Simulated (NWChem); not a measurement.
# heptafluoropropane (C₃HF₇); SMILES FC(C(F)(F)F)C(F)(F)F

```xyz
11

F     -1.8176    -0.0531     0.0000
C     -0.5399    -0.5043     0.0000
C      0.1349    -0.0320     1.2887
F     -0.5489    -0.4926     2.3305
F      1.3762    -0.5032     1.3582
F      0.1763     1.2901     1.3693
C      0.1349    -0.0320    -1.2887
F      0.1763     1.2901    -1.3693
F     -0.5489    -0.4926    -2.3305
F      1.3762    -0.5032    -1.3582
H     -0.5249    -1.6069     0.0000
```
Atoms are numbered in this order, from 1.

Computed with NWChem. Pople sets run with spherical d functions. All runs use the structure optimised with PBE0/def2-SVP. Atomic charges in e: unrestrained fits to the electrostatic potential beside Mulliken populations; buried atoms are poorly determined by the fit.

For level B3LYP/def2-SVP:

- Mulliken F1 = -0.22
- Mulliken C3 = 0.47
- Mulliken F4 = -0.15
- Mulliken F5 = -0.15

Task: How do the values read with level Hartree-Fock/6-31G* instead?

Result: Mulliken F1: -0.43
Mulliken C3: 1.28
Mulliken F4: -0.41
Mulliken F5: -0.41
